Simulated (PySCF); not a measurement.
C₂H₈InNO. Atoms are numbered in the order given.

```xyz
13

In     0.0452     0.0026     0.3135
C      0.6093    -0.9250    -1.5727
C     -0.1049    -0.3133    -2.7794
H      0.4120    -2.0049    -1.4834
H      1.7024    -0.8089    -1.6522
H      0.0794     0.7691    -2.8600
H     -1.1966    -0.4490    -2.7219
H      0.2344    -0.7798    -3.7213
O     -0.7626     1.8500     0.1350
H     -1.0772     2.2124     0.9739
N      0.0059    -0.7070     2.2381
H      0.0180    -0.0229     2.9929
H      0.6445    -1.4636     2.4765
```

Geometry optimised at B3LYP-D3(BJ)/def2-SVP. The def2 effective core potentials stand for the cores of In; spin–orbit coupling is left out. One conformer was computed; it need not be the lowest.

These are B3LYP-D3(BJ)/def2-SVP run with PySCF 2.14.0 values and carry that method's errors.

Frequencies are harmonic and unscaled.

```
mode  ν (cm⁻¹)  IR (km/mol)   moving atoms (share of kinetic energy)
----  --------  -----------  ---------------------------------------
1           10          0.4                   H 42 %, C 35 %, N 16 %
2           67          1.4  C 26 %, O 25 %, H 20 %, N 16 %, In 12 %
3          109          4.3   H 27 %, In 25 %, N 23 %, O 16 %, C 9 %
4          137         18.6          O 38 %, N 32 %, H 18 %, In 10 %
5          217         21.5                                   H 91 %
6          233         12.0                           H 74 %, C 18 %
7          235          9.4                  C 47 %, H 40 %, In 10 %
8          286         57.9                            H 89 %, O 8 %
9          361        178.6                           H 72 %, N 26 %
10         473          4.8                           C 67 %, H 23 %
11         579         72.1                          O 83 %, In 12 %
12         587         48.9                  N 62 %, H 21 %, In 13 %
13         645         12.8                           H 82 %, C 17 %
14         716         70.8                                   H 91 %
15         769         51.4                                   H 90 %
16         946          1.4                            H 92 %, C 8 %
17         966          4.7                           H 77 %, C 23 %
18        1040          9.6                           C 70 %, H 30 %
19        1194         22.1                           H 68 %, C 31 %
20        1244          1.9                           H 77 %, C 23 %
21        1401          5.1                           H 83 %, C 17 %
22        1441          0.6                           H 90 %, C 10 %
23        1472          2.7                                   H 96 %
24        1475          6.1                                   H 97 %
25        1522          7.3                            H 91 %, N 9 %
26        3015         44.4                                   H 97 %
27        3049         11.4                                   H 95 %
28        3090         22.1                            H 91 %, C 9 %
29        3098          1.6                            H 91 %, C 9 %
30        3120         22.9                            H 91 %, C 9 %
31        3521          3.9                                   H 96 %
32        3621          7.0                            H 91 %, N 9 %
33        3831         22.9                                   H 94 %
```
